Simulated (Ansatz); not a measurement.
`[F][Ga]([F])[Cl]` + HCl → `[F][Ga]([Cl])[Cl]` + H–F at 298.15 K and 1 bar (ligand exchange at a Ga–F bond).

Isolated molecules relaxed with PBE0-D4/def2-TZVP in Ansatz; ΔE leaves out vibrations. CCSD(T)/CBS adds triple-zeta CCSD(T) − MP2 to the extrapolated MP2 energy (def2 sets, frozen cores). This one scheme is used for every species. For Ga outer-core shells are correlated without core-valence functions, which leaves a few kJ/mol of doubt a bond. Scalar relativity is left out up to krypton.

```json
{"species": "`[F][Ga]([F])[Cl]`", "CCSD(T)/CBS energy (Eh)": "-2583.43598", "H − E (kJ/mol)": "30.3", "S (J/(mol·K))": "312.8"}
{"species": "HCl", "CCSD(T)/CBS energy (Eh)": "-460.38127", "H − E (kJ/mol)": "26.6", "S (J/(mol·K))": "186.8"}
{"species": "`[F][Ga]([Cl])[Cl]`", "CCSD(T)/CBS energy (Eh)": "-2943.43698", "H − E (kJ/mol)": "29.0", "S (J/(mol·K))": "323.9"}
{"species": "H–F", "CCSD(T)/CBS energy (Eh)": "-100.39570", "H − E (kJ/mol)": "33.5", "S (J/(mol·K))": "173.6"}
```

H − E and S are ideal-gas, rigid-rotor, harmonic terms from PBE0-D4/def2-TZVP. 1 Eh = 2625.50 kJ/mol, R = 8.31446 J/(mol·K).

**Question.** By hand: ΔE, ΔH, ΔS and ΔG.

**Answer.** ΔE = (-2943.43698) + (-100.39570) − (-2583.43598) − (-460.38127) = -0.01543 Eh = -40.5 kJ/mol. Δ(H − E) = 29.0 + 33.5 − 30.3 − 26.6 = 5.6, so ΔH = -34.9 kJ/mol. ΔS = 323.9 + 173.6 − 312.8 − 186.8 = -2.1 J/(mol·K). ΔG = -34.9 − 298.15 × (-2.1)/1000 = -34.3 kJ/mol.

**Question.** By hand: the equilibrium constant, and the temperature at which ΔG would vanish if ΔH and ΔS stayed fixed.

**Answer.** log₁₀ K = −ΔG/(RT ln 10) = 6.0. ΔG = 0 at ΔH/ΔS = 16619 K, far beyond where these terms or the molecules hold.

The number of gas molecules stays the same, so ΔS is small and ΔH decides. A doubt of 5 kJ/mol in ΔE shifts log₁₀ K by 0.9 here. These are equilibria of isolated gas molecules and say nothing of rates. Largest T1 diagnostic: 0.014 (customary marks: 0.02 for closed shells, 0.045 for open ones).
